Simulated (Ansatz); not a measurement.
CH$_{5}$GaO$_{2}$, SMILES `O[CH](O)[GaH2]` at its PBE0-D4/def2-TZVP geometry, where that method's forces vanish. Total charge 0; spin multiplicity 1.

```
atom   x (Å)   y (Å)   z (Å)
  O1   1.377  -0.436   0.746
  C2   0.137  -0.577   0.099
  O3   0.283  -0.713  -1.299
 Ga4  -1.075   1.016   0.270
  H5   1.769   0.399   0.470
  H6  -0.287  -1.490   0.531
  H7   0.788  -1.514  -1.483
  H8  -2.628   0.894   0.453
  H9  -0.364   2.420   0.214
```

Q: For each bond, give half the difference of the two atoms' forces along it (eV/Å; positive pushes the atoms apart) under PBE-D4, r2SCAN-D4, B3LYP-D4, ωB97M-V in def2-TZVPP. (Estimate.)

A: The calculation gave: 
```json
{"bond": "O1–C2", "length (Å)": "1.406", "PBE-D4": "0.29", "r2SCAN-D4": "0.27", "B3LYP-D4": "0.25", "ωB97M-V": "0.24"}
{"bond": "O1–H5", "length (Å)": "0.963", "PBE-D4": "0.42", "r2SCAN-D4": "0.02", "B3LYP-D4": "-0.04", "ωB97M-V": "-0.11"}
{"bond": "C2–O3", "length (Å)": "1.412", "PBE-D4": "0.26", "r2SCAN-D4": "0.26", "B3LYP-D4": "0.26", "ωB97M-V": "0.26"}
{"bond": "C2–Ga4", "length (Å)": "2.009", "PBE-D4": "-0.02", "r2SCAN-D4": "-0.07", "B3LYP-D4": "0.06", "ωB97M-V": "-0.10"}
{"bond": "C2–H6", "length (Å)": "1.095", "PBE-D4": "0.07", "r2SCAN-D4": "-0.08", "B3LYP-D4": "-0.21", "ωB97M-V": "-0.18"}
{"bond": "O3–H7", "length (Å)": "0.965", "PBE-D4": "0.43", "r2SCAN-D4": "0.03", "B3LYP-D4": "-0.04", "ωB97M-V": "-0.12"}
{"bond": "Ga4–H8", "length (Å)": "1.568", "PBE-D4": "0.01", "r2SCAN-D4": "-0.08", "B3LYP-D4": "-0.06", "ωB97M-V": "-0.08"}
{"bond": "Ga4–H9", "length (Å)": "1.575", "PBE-D4": "0.04", "r2SCAN-D4": "-0.08", "B3LYP-D4": "-0.04", "ωB97M-V": "-0.09"}
```

B3LYP here is the variant with VWN-RPA as its local correlation; programs differ in this.

Computed with Ansatz.
